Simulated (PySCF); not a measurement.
# Hartree-Fock beside MP2: AlBH3O

Calculated results; nothing here was measured. The program is PySCF 2.14.0, an open-source quantum chemistry code, run on an isolated molecule that a program drew, which may never have been made. The molecule is AlBH3O (charge 0, doublet), drawn as the SMILES string `B[O][AlH]`.

The geometry was optimised and harmonic frequencies were computed with HF and MP2, all in the cc-pV(D+d)Z basis, for the commonest isotopes, with a restricted reference for singlets and an unrestricted one otherwise, and a frozen core in MP2. Each result is a local minimum of its method.

Geometry at the HF minimum:
```xyz
6
AlBH3O, angstrom
B    -0.6088   -0.7821   -1.2857
O    -0.8163    0.0225   -0.2364
Al   -1.0018    1.0706    1.0817
H    -0.8105   -0.3768   -2.4045
H    -0.2200   -1.9112   -1.1109
H    -2.4375    1.0944    1.7666
```

Lengths of the bonds as drawn, in Å (atoms numbered as above):
```
  bond     HF    MP2
 B1-O2  1.338  1.354
O2-Al3  1.694  1.722
 B1-H4  1.207  1.212
 B1-H5  1.207  1.212
Al3-H6  1.591  1.590
```

Rotational constants, in GHz:
| constant | HF | MP2 |
|---|---|---|
| A | 123.3 | 121.5 |
| B | 5.192 | 5.066 |
| C | 5.176 | 5.049 |

Harmonic frequencies in cm^-1, each column in rising order, so a row needn't be the same motion in every method:
| rank | HF | MP2 |
|---|---|---|
| 1 | 91 | 65 |
| 2 | 115 | 102 |
| 3 | 186 | 227 |
| 4 | 638 | 602 |
| 5 | 696 | 660 |
| 6 | 1068 | 1021 |
| 7 | 1144 | 1088 |
| 8 | 1317 | 1263 |
| 9 | 1460 | 1406 |
| 10 | 1904 | ? |
| 11 | 2632 | 2588 |
| 12 | 2686 | 2663 |

**Estimate the missing MP2 frequency from the HF column.**

A single factor s that minimises the squared misfit of MP2 against s times HF over the other rows is sum(HF x MP2) / sum(HF^2) = 0.9773, with an rms misfit of 26 cm^-1. For rank 10 it gives 0.9773 x 1904 = 1861 cm^-1. The calculation gives 1895 cm^-1, 34 cm^-1 above the estimate. The drawn bonds are on average 0.7 % longer in MP2 than in HF.
